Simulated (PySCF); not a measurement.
# Electron correlation in As²⁺ (arsenic, charge +2)

[Ar] 3d10 4s1 4p2, high-spin 4P determinant (an excited configuration). Computed with PySCF 2.14 in dyall-av2z, with no relativity, point nucleus. Frozen: [Ar] 3d10; 3 electrons correlated; the 33 highest virtual orbitals of each spin left out.

```tsv
level	correlation energy (mhartree)
CCSD	-10.89
(T)	-0.02
CCSD(T)	-10.91
```

Diagnostics: T1 = 0.0016, D1 = 0.0036, largest double amplitude 0.040.

Cost of the coupled-cluster step: about 4 core-seconds, for 3 correlated electrons.

Iterations:

```
CC2 = 0
CCSD nocc = (np.int64(3), np.int64(0)), nmo = (45, 45)
frozen orbitals [[0, 1, 2, 3, 4, 5, 6, 7, 8, 9, 10, 11, 12, 13, 59, 60, 61, 62, 63, 64, 65, 66, 67, 68, 69, 70, 71, 72, 73, 74, 75, 76, 77, 78, 79, 80, 81, 82, 83, 84, 85, 86, 87, 88, 89, 90, 91], [0, 1, 2, 3, 4, 5, 6, 7, 8, 9, 10, 11, 12, 13, 59, 60, 61, 62, 63, 64, 65, 66, 67, 68, 69, 70, 71, 72, 73, 74, 75, 76, 77, 78, 79, 80, 81, 82, 83, 84, 85, 86, 87, 88, 89, 90, 91]]
max_cycle = 100
direct = 0
conv_tol = 1e-08
conv_tol_normt = 1e-06
diis_space = 8
diis_start_cycle = 0
Init t2, MP2 energy = -0.00751217095709397
Init E_corr(UCCSD) = -0.00751217095722137
cycle = 1  E_corr(UCCSD) = -0.00977522681054352  dE = -0.00226305585  norm(t1,t2) = 0.0194886
cycle = 2  E_corr(UCCSD) = -0.0105073628388259  dE = -0.000732136028  norm(t1,t2) = 0.00687568
cycle = 3  E_corr(UCCSD) = -0.010894656757406  dE = -0.000387293919  norm(t1,t2) = 0.002547
cycle = 4  E_corr(UCCSD) = -0.0108906344477571  dE = 4.02230965e-06  norm(t1,t2) = 0.000215455
cycle = 5  E_corr(UCCSD) = -0.0108911936751791  dE = -5.59227422e-07  norm(t1,t2) = 1.27031e-05
cycle = 6  E_corr(UCCSD) = -0.0108911246494645  dE = 6.90257146e-08  norm(t1,t2) = 1.19793e-06
cycle = 7  E_corr(UCCSD) = -0.0108911434674451  dE = -1.88179807e-08  norm(t1,t2) = 1.23873e-07
cycle = 8  E_corr(UCCSD) = -0.0108911416406444  dE = 1.82680072e-09  norm(t1,t2) = 2.25984e-08
UCCSD converged
E(UCCSD) = -2232.994767763489  E_corr = -0.01089114164064443
UCCSD(T) correction = -2.07284380148114e-05
```
